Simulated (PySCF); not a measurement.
Computed with core-valence-separated Tamm–Dancoff BHandHLYP/aug-pcX-1 (pcseg-1 on H, def2-SVPD on S) in PySCF, non-relativistic, gas phase, PBE0-D3(BJ)/def2-SVP geometry. Absolute energies from this functional tend to lie a few eV below measured edges; no shift was applied.

Main lines of an unknown, eV (oscillator strength): C K: 283.0 (0.086), 283.1 (0.076), 283.2 (0.063), 283.2 (0.073), 283.9 (0.070). Listed: the first five lines at most of each edge with a tenth or more of its strongest line's intensity; roots within 0.03 eV on the same or equivalent atoms are summed. Only the lowest roots were sought, and the top ones are left out.

Question: Which candidate gives them?
A. `Sc1ccccc1`
B. `CC(C)(C)CS`

Answer: A. 

- `Sc1ccccc1`: C K: 283.0 (0.086), 283.1 (0.076), 283.2 (0.063), 283.2 (0.073), 283.9 (0.070). First C line listed at 283.0 eV, hole on the aromatic CH carbon (1s→π*).
- `CC(C)(C)CS`: C K: 285.3 (0.034), 285.4 (0.052), 286.0 (0.056), 286.1 (0.029), 286.1 (0.053). First C line listed at 285.3 eV, hole on the methyl carbon.

One conformer each; other structures than these candidates weren't tested.

The values belong to the conformer `[SH:1][c:2]1[cH:3][cH:4][cH:5][cH:6][cH:7]1`: H–S1–C2–C3 180°.
